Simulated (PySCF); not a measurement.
CH₄Cl₂NNbO, SMILES C[O][Nb](=[NH])([Cl])[Cl], multiplicity 1.

Geometry optimised at B3LYP-D3(BJ)/def2-SVP. The multiplicity is an assumed one; other spin states were not compared. The def2 effective core potentials stand for the cores of Nb; spin–orbit coupling is left out. Other conformers were not sampled.

These are TDDFT-LC-ωPBE/def2-SVPD run with PySCF values and carry that method's errors.

Vertical excitations. Gas-phase values at a fixed geometry. State labels are in the subgroup Cs.

| state | symmetry | energy (eV) | λ (nm) | f | main pairs |
|---|---|---|---|---|---|
| S1 | A" | 4.82 | 257 | 0.004 | HOMO→LUMO 77 % |
| S2 | A' | 5.09 | 243 | 0.002 | HOMO−1→LUMO 72 %, HOMO→LUMO+1 16 % |
| S3 | A" | 5.23 | 237 | 0.006 | HOMO−1→LUMO+1 70 %, HOMO→LUMO 11 % |
| S4 | A' | 5.35 | 232 | 0.008 | HOMO→LUMO+1 72 %, HOMO−1→LUMO 13 % |
| S5 | A" | 5.87 | 211 | 0.000 | HOMO−1→LUMO+2 55 %, HOMO−1→LUMO+1 11 % |
| S6 | A' | 6.10 | 203 | 0.003 | HOMO→LUMO+2 41 %, HOMO−1→LUMO+5 14 %, HOMO−1→LUMO+3 12 % |
| S7 | A" | 6.10 | 203 | 0.005 | HOMO−2→LUMO 42 %, HOMO→LUMO+3 13 %, HOMO−1→LUMO+2 9 %, HOMO−4→LUMO 8 % |
| S8 | A" | 6.17 | 201 | 0.016 | HOMO−2→LUMO 44 %, HOMO→LUMO+5 23 %, HOMO→LUMO+3 11 % |
| S9 | A' | 6.36 | 195 | 0.001 | HOMO−3→LUMO 56 %, HOMO−2→LUMO+1 26 % |
| S10 | A" | 6.44 | 193 | 0.000 | HOMO−3→LUMO+1 66 %, HOMO−4→LUMO 13 % |
| T1 | A' | 4.34 | 286 | 0 | HOMO−1→LUMO 31 %, HOMO→LUMO+1 17 %, HOMO→LUMO+2 16 %, HOMO−1→LUMO+5 8 % |
| T2 | A" | 4.51 | 275 | 0 | HOMO→LUMO 72 % |
| T3 | A' | 4.63 | 268 | 0 | HOMO−1→LUMO 33 %, HOMO→LUMO+1 29 %, HOMO→LUMO+2 15 % |
| T4 | A" | 4.88 | 254 | 0 | HOMO−1→LUMO+1 62 %, HOMO→LUMO 13 %, HOMO−1→LUMO+2 11 % |
Triplets are in the Tamm–Dancoff approximation, which puts them higher than full response would, so one can lie above its singlet here.
